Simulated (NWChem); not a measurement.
System: C4H4ClF; SMILES C=C/C=C(\F)Cl

Input file for NWChem:

```
start job
memory heap 200 mb stack 900 mb global 1100 mb
geometry units angstroms noautosym nocenter noautoz
  C      0.481312    -3.108308     0.000000
  C     -0.185959    -1.930634     0.000000
  C      0.459031    -0.631041     0.000000
  C     -0.218385     0.541630     0.000000
  F     -1.552245     0.603620     0.000000
  Cl     0.519490     2.102302     0.000000
  H      1.582905    -3.144744     0.000000
  H     -0.055091    -4.068433     0.000000
  H     -1.288922    -1.932735     0.000000
  H      1.557358    -0.573535     0.000000
end
basis spherical
  * library 6-31g*
end
dft
  xc b3lyp
  iterations 150
end
cosmo
  do_cosmo_smd true
  solvent cychexan
end
task dft energy
```

Parts of the log:

```
             Northwest Computational Chemistry Package (NWChem) 7.3.0
             --------------------------------------------------------

                             Geometry "geometry" -> ""
                             -------------------------

 Output coordinates in angstroms (scale by  1.889725989 to convert to a.u.)

  No.       Tag          Charge          X              Y              Z
 ---- ---------------- ---------- -------------- -------------- --------------
    1 C                    6.0000     0.48131200    -3.10830800     0.00000000
    2 C                    6.0000    -0.18595900    -1.93063400     0.00000000
    3 C                    6.0000     0.45903100    -0.63104100     0.00000000
    4 C                    6.0000    -0.21838500     0.54163000     0.00000000
    5 F                    9.0000    -1.55224500     0.60362000     0.00000000
    6 Cl                  17.0000     0.51949000     2.10230200     0.00000000
    7 H                    1.0000     1.58290500    -3.14474400     0.00000000
    8 H                    1.0000    -0.05509100    -4.06843300     0.00000000
    9 H                    1.0000    -1.28892200    -1.93273500     0.00000000
   10 H                    1.0000     1.55735800    -0.57353500     0.00000000

 Effective nuclear repulsion energy (a.u.)     259.1731022260

                                 NWChem DFT Module
                                 -----------------

 Summary of "ao basis" -> "ao basis" (spherical)
 ------------------------------------------------------------------------------
       Tag                 Description            Shells   Functions and Types
 ---------------- ------------------------------  ------  ---------------------
 C                           6-31g*                  6       14   3s2p1d
 F                           6-31g*                  6       14   3s2p1d
 Cl                          6-31g*                  8       18   4s3p1d
 H                           6-31g*                  2        2   2s

 in cosmo_initialize ...
 calling solv_data for solv:cychexan

 solvent parameters
 solvname_short: cychexan
 solvname_long:  cyclohexane
 dielec:        2.0165
 dielecinf:     2.0352
 nonaqueous SMD model solvent descriptors
 dielec:        2.0165
 sola:          0.0000
 solb:          0.0000
 solc:          0.0000
 solg:         35.4800
 solh:          0.0000
 soln:          1.4266

          ---------------
          -cosmo- solvent
          ---------------
 Cosmo: York-Karplus, doi: 10.1021/jp992097l
 dielectric constant -eps-     =   2.02
 screen = (eps-1)/(eps    )    =   0.50409
 surface charge correction     = lagrangian

   van der Waals surface
 --------------------------

 ---------- ATOMIC COORDINATES (A.U.) ------------ VDWR(ANG.) --
     1    0.90954780   -5.87385041    0.00000000     1.850
     2   -0.35141156   -3.64836924    0.00000000     1.850
     3    0.86744281   -1.19249458    0.00000000     1.850
     4   -0.41268781    1.02353229    0.00000000     1.850
     5   -2.93331772    1.14067640    0.00000000     1.730
     6    0.98169375    3.97277473    0.00000000     2.380
     7    2.99125672   -5.94270446    0.00000000     1.200
     8   -0.10410689   -7.68822357    0.00000000     1.200
     9   -2.43570940   -3.65233956    0.00000000     1.200
    10    2.94297989   -1.08382399    0.00000000     1.200
 number of segments per atom =        128
 number of   points per atom =        128
 atom (   nspa,  nppa )
 ----------------------
    1 (     66,     0 )       0
    2 (     38,     0 )       0
    3 (     38,     0 )       0
    4 (     22,     0 )       0
    5 (     78,     0 )       0
    6 (    100,     0 )       0
    7 (     54,     0 )       0
    8 (     54,     0 )       0
    9 (     50,     0 )       0
   10 (     48,     0 )       0
 number of -cosmo- surface points =      548
 molecular surface =    141.514 angstrom**2
 molecular volume  =    123.448 angstrom**3
 -lineq- algorithm             =   0
 -bem- low  level              =   3
 -bem- from -octahedral-
 gaussian surface charge width =   4.50000
 degree of switching           =   1.00000
 switching function tolerance  =   0.00010
 atomic radii =
 --------------
    1  6.000  1.850
    2  6.000  1.850
    3  6.000  1.850
    4  6.000  1.850
    5  9.000  1.730
    6 17.000  2.380
    7  1.000  1.200
    8  1.000  1.200
    9  1.000  1.200
   10  1.000  1.200
 ...... end of -cosmo- initialization ......

 nat:                    10
 ixmem:                  5529
 calling mnsol_interface()
 G(SMD-CDS) energy (kcal/mol)  =    -1.253
 SMD-CDS SASA (angstrom**2)    =   155.253

            General Information
            -------------------
          SCF calculation type: DFT
          Wavefunction type:  closed shell.
          No. of atoms     :    10
          No. of electrons :    54
           Alpha electrons :    27
            Beta electrons :    27
          Charge           :     0
          Spin multiplicity:     1
          Use of symmetry is: off; symmetry adaption is: off
          Maximum number of iterations: 150
          AO basis - number of functions:    96
                     number of shells:    46
          Convergence on energy requested:  1.00D-06
          Convergence on density requested:  1.00D-05
          Convergence on gradient requested:  5.00D-04

              XC Information
              --------------
                         B3LYP Method XC Potential
                     Hartree-Fock (Exact) Exchange  0.200
                        Slater Exchange Functional  0.800 local
                    Becke 1988 Exchange Functional  0.720 non-local
              Lee-Yang-Parr Correlation Functional  0.810
                  VWN I RPA Correlation Functional  0.190 local

             Grid Information
             ----------------
          Grid used for XC integration:  medium
          Radial quadrature: Mura-Knowles
          Angular quadrature: Lebedev.
          Tag              B.-S. Rad. Rad. Pts. Rad. Cut. Ang. Pts.
          ---              ---------- --------- --------- ---------
          C                   0.70       49          12.0       434
          F                   0.50       49          12.0       434
          Cl                  1.00       88          13.0       590
          H                   0.35       45          14.0       434
          Grid pruning is: on
          Number of quadrature shells:   513
          Spatial weights used:  Erf1

      Superposition of Atomic Density Guess
      -------------------------------------

 Sum of atomic energies:        -711.45686149

      Non-variational initial energy
      ------------------------------

 Total energy =    -714.210348
 1-e energy   =   -1493.923368
 2-e energy   =     520.539918
 HOMO         =      -0.215381
 LUMO         =       0.007880

   convergence    iter        energy       DeltaE   RMS-Dens  Diis-err
 ---------------- ----- ----------------- --------- --------- ---------
     COSMO gas phase
 d= 0,ls=0.0,diis     1   -714.6716750913 -9.74D+02  1.74D-02  1.10D+00
 d= 0,ls=0.0,diis     2   -714.4477169348  2.24D-01  1.30D-02  3.04D+00
 d= 0,ls=0.0,diis     3   -714.7996409946 -3.52D-01  3.54D-03  6.75D-02
 d= 0,ls=0.0,diis     4   -714.8042479164 -4.61D-03  1.56D-03  4.32D-02
 d= 0,ls=0.0,diis     5   -714.8099316752 -5.68D-03  2.46D-04  1.14D-03
  Resetting Diis
 d= 0,ls=0.0,diis     6   -714.8100281013 -9.64D-05  1.06D-04  1.03D-04
 d= 0,ls=0.0,diis     7   -714.8100408781 -1.28D-05  7.96D-05  1.37D-05
 d= 0,ls=0.0,diis     8   -714.8100367376  4.14D-06  4.92D-05  4.46D-05
 d= 0,ls=0.0,diis     9   -714.8100427311 -5.99D-06  5.43D-06  2.88D-07
 d= 0,ls=0.0,diis    10   -714.8100427690 -3.79D-08  1.33D-06  1.33D-08

   convergence    iter        energy       DeltaE   RMS-Dens  Diis-err
 ---------------- ----- ----------------- --------- --------- ---------
     COSMO solvation phase
 d= 0,ls=0.0,diis     1   -714.8140151258 -3.97D-03  5.85D-04  2.99D-04
 d= 0,ls=0.0,diis     2   -714.8141006952 -8.56D-05  1.25D-04  8.90D-05
 d= 0,ls=0.0,diis     3   -714.8141079659 -7.27D-06  5.14D-05  3.86D-05
 d= 0,ls=0.0,diis     4   -714.8141115645 -3.60D-06  2.07D-05  5.04D-06
 d= 0,ls=0.0,diis     5   -714.8141121401 -5.76D-07  6.36D-06  4.77D-07

         Total DFT energy =     -714.814112140094
      One electron energy =    -1496.940351959908
           Coulomb energy =      584.806377289869
    Exchange-Corr. energy =      -61.882811013015
 Nuclear repulsion energy =      259.173102226042

             COSMO energy =        0.029571316917

 Numeric. integr. density =       54.000007167998

                                COSMO-SMD solvation results
                                ---------------------------

             internal energy in gas <Psi(g)|H|Psi(g)> =      -714.810042769001
         internal energy in solvent <Psi(s)|H|Psi(s)> =      -714.809938588689
                               delta internal energy  =         0.000104180313 (    0.07 kcal/mol)
   total free energy in solvent <Psi(s)|H+V/2|Psi(s)> =      -714.812114594100
 polarization energy contribution <Psi(s)|V/2|Psi(s)> =        -0.002176005411 (   -1.37 kcal/mol)
    total free energy in solvent including G(SMD-CDS) =      -714.814112140094
                       G(SMD-CDS) energy contribution =        -0.001997545995 (   -1.25 kcal/mol)
     1 M fixed-concentration free energy of solvation =        -0.004069371093 (   -2.55 kcal/mol)

                       DFT Final Molecular Orbital Analysis
                       ------------------------------------

 Vector   25  Occ=2.000000D+00  E=-3.390745D-01
              MO Center=  4.2D-01,  1.7D+00,  1.2D-10, r^2= 2.6D+00
   Bfn.  Coefficient  Atom+Function         Bfn.  Coefficient  Atom+Function
  ----- ------------  ---------------      ----- ------------  ---------------
    77      0.632494   6 Cl px               81      0.320894   6 Cl px
    78     -0.313551   6 Cl py               73     -0.245585   6 Cl px
    82     -0.164767   6 Cl py               74      0.121626   6 Cl py
    32     -0.113466   3 C  py               60      0.106383   5 F  py
    18      0.089199   2 C  py               59      0.081422   5 F  px

 Vector   26  Occ=2.000000D+00  E=-3.190767D-01
              MO Center=  2.0D-01, -1.0D+00,  6.5D-11, r^2= 4.0D+00
   Bfn.  Coefficient  Atom+Function         Bfn.  Coefficient  Atom+Function
  ----- ------------  ---------------      ----- ------------  ---------------
    19      0.336440   2 C  pz               79     -0.318246   6 Cl pz
    33      0.283435   3 C  pz                5      0.236012   1 C  pz
    23      0.207929   2 C  pz               37      0.194745   3 C  pz
    83     -0.175125   6 Cl pz                9      0.157240   1 C  pz
    75      0.123177   6 Cl pz               47      0.101737   4 C  pz

 Vector   27  Occ=2.000000D+00  E=-2.277893D-01
              MO Center=  1.5D-01, -9.7D-01, -4.1D-10, r^2= 4.5D+00
   Bfn.  Coefficient  Atom+Function         Bfn.  Coefficient  Atom+Function
  ----- ------------  ---------------      ----- ------------  ---------------
    47     -0.327422   4 C  pz                5      0.324101   1 C  pz
    33     -0.267931   3 C  pz                9      0.261334   1 C  pz
    79      0.255940   6 Cl pz               37     -0.209899   3 C  pz
    51     -0.209697   4 C  pz               19      0.208531   2 C  pz
    61      0.177344   5 F  pz               83      0.164919   6 Cl pz

 Vector   28  Occ=0.000000D+00  E=-3.604883D-02
              MO Center=  1.3D-01, -1.1D+00, -4.2D-10, r^2= 4.2D+00
   Bfn.  Coefficient  Atom+Function         Bfn.  Coefficient  Atom+Function
  ----- ------------  ---------------      ----- ------------  ---------------
     9      0.433386   1 C  pz               47      0.423343   4 C  pz
    51      0.403905   4 C  pz                5      0.348170   1 C  pz
    23     -0.291420   2 C  pz               37     -0.274126   3 C  pz
    33     -0.240568   3 C  pz               19     -0.237370   2 C  pz
    79     -0.151943   6 Cl pz               61     -0.150682   5 F  pz

 Vector   29  Occ=0.000000D+00  E= 2.656253D-02
              MO Center=  3.4D-01,  1.5D+00,  1.4D-10, r^2= 2.8D+00
   Bfn.  Coefficient  Atom+Function         Bfn.  Coefficient  Atom+Function
  ----- ------------  ---------------      ----- ------------  ---------------
    48      1.274819   4 C  s                82      0.876066   6 Cl py
    80     -0.745476   6 Cl s                50      0.577681   4 C  py
    81      0.420973   6 Cl px               46      0.406133   4 C  py
    78      0.395584   6 Cl py               49      0.301599   4 C  px
    96     -0.247984  10 H  s                76     -0.210283   6 Cl s

 Vector   30  Occ=0.000000D+00  E= 7.253581D-02
              MO Center=  1.4D-01, -1.3D+00, -3.6D-10, r^2= 3.2D+00
   Bfn.  Coefficient  Atom+Function         Bfn.  Coefficient  Atom+Function
  ----- ------------  ---------------      ----- ------------  ---------------
    23      0.661326   2 C  pz               37     -0.645820   3 C  pz
     9     -0.457114   1 C  pz               51      0.426041   4 C  pz
    19      0.398322   2 C  pz               33     -0.376049   3 C  pz
    47      0.272421   4 C  pz                5     -0.221287   1 C  pz
    83     -0.128954   6 Cl pz               61     -0.110434   5 F  pz

     Multipole analysis of the density
     ---------------------------------

     L   x y z        total         alpha         beta         nuclear
     -   - - -        -----         -----         ----         -------
     0   0 0 0     -0.000000    -27.000000    -27.000000     54.000000

     1   1 0 0      0.284912      0.262105      0.262105     -0.239298
     1   0 1 0     -0.480724     -0.884899     -0.884899      1.289075
     1   0 0 1     -0.000000     -0.000000     -0.000000      0.000000

     2   2 0 0    -29.173259    -78.894599    -78.894599    128.615939
     2   1 1 0      0.219924      4.202964      4.202964     -8.186003
     2   1 0 1     -0.000000     -0.000000     -0.000000      0.000000
     2   0 2 0    -28.684373   -359.668834   -359.668834    690.653294
     2   0 1 1     -0.000000     -0.000000     -0.000000      0.000000
     2   0 0 2    -31.993179    -15.996589    -15.996589      0.000000
```

Level: B3LYP/6-31G* (spherical d), SMD on the gas-phase geometry. Structure relaxed at the PBE-D3(BJ)/def2-SVP level. Solvent: cyclohexane.
